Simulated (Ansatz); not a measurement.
C₃H₉B, SMILES `CB(C)C` with one electron removed (charge 1, multiplicity 2), frozen-core CCSD(T)/cc-pVTZ // B3LYP-D3(BJ)/def2-TZVP (Ansatz, an electronic-structure program). The calculation was stopped at its time limit.

Ansatz 0.2 input:
```yaml
crystal:
  periodic: [false, false, false]
  atoms:
    - { symbol: C, position_ang: [1.469508, -0.530334, 0.306612] }
    - { symbol: B, position_ang: [-0.001727, -0.000067, 0.156041] }
    - { symbol: C, position_ang: [-0.289542, 1.542835, 0.231063] }
    - { symbol: C, position_ang: [-1.182873, -1.013069, -0.058309] }
    - { symbol: H, position_ang: [1.544098, -1.054437, 1.269326] }
    - { symbol: H, position_ang: [1.703659, -1.289454, -0.44682] }
    - { symbol: H, position_ang: [2.245588, 0.237019, 0.288815] }
    - { symbol: H, position_ang: [-1.333883, 1.829502, 0.095752] }
    - { symbol: H, position_ang: [0.043936, 1.925412, 1.204217] }
    - { symbol: H, position_ang: [0.318251, 2.081501, -0.504862] }
    - { symbol: H, position_ang: [-2.032518, -0.786225, 0.593948] }
    - { symbol: H, position_ang: [-1.565065, -0.876499, -1.079254] }
    - { symbol: H, position_ang: [-0.919422, -2.066179, 0.055522] }
basis:
  gaussian: { orbitals: cc-pVTZ }
correlation:
  method: ccsd_t
total_charge: 1
magnetization:
  spin_polarized: true
  initial_magnetization: 1
```

The last lines of the output:

```
1360 factors; integrals over basis functions are off by at most 9.5e-4 eV
mean field evaluation 1: about -3892.2698 eV, gradient 3.0e1 eV
mean field evaluation 2: about -3892.2686 eV, gradient 3.0e1 eV
mean field evaluation 4: about -3897.0659 eV, gradient 2.6e0 eV
mean field evaluation 8: about -3897.1746 eV, gradient 2.1e-1 eV
mean field evaluation 16: about -3897.1686 eV, gradient 2.0e-1 eV
mean field evaluation 32: about -3897.1877 eV, gradient 5.8e-1 eV
mean field evaluation 64: about -3897.1915 eV, gradient 3.6e-1 eV
mean field evaluation 96: about -3897.0761 eV, gradient 2.4e0 eV
mean field evaluation 128: about -3894.2326 eV, gradient 6.7e-2 eV
mean field evaluation 160: about -3894.2409 eV, gradient 7.8e-1 eV
mean field evaluation 192: about -3894.2521 eV, gradient 1.8e-1 eV
mean field evaluation 224: about -3897.1697 eV, gradient 7.1e-2 eV
mean field -3897.20093385 eV, -143.2194927013 hartree, gradient 2.3e-6 eV, S^2 0.763908; 9 other end points of the search recorded, 0 dependent functions left out
determinant -3897.20093385 eV, -143.2194927013 hartree, with singles and doubles -3915.56496512 eV, -143.8943584030 hartree
determinant -3897.19814458 eV, -143.2193901975 hartree, with singles and doubles -3915.56035018 eV, -143.8941888068 hartree
determinant -3897.19747051 eV, -143.2193654260 hartree, with singles and doubles -3915.56143488 eV, -143.8942286688 hartree
determinant -3897.16769440 eV, -143.2182711740 hartree, with singles and doubles -3915.57140563 eV, -143.8945950873 hartree
determinant -3897.16576029 eV, -143.2182000967 hartree, with singles and doubles -3915.57000354 eV, -143.8945435616 hartree
determinant -3897.16132532 eV, -143.2180371147 hartree, with singles and doubles -3915.56613049 eV, -143.8944012293 hartree
determinant -3894.26484174 eV, -143.1115933064 hartree, with singles and doubles -3913.06533416 eV, -143.8024986594 hartree
determinant -3897.20093385 eV, -143.2194927013 hartree, with singles and doubles -3915.27513497 eV, -143.8837073413 hartree
determinant -3897.19814458 eV, -143.2193901975 hartree, with singles and doubles -3915.27090465 eV, -143.8835518800 hartree
```
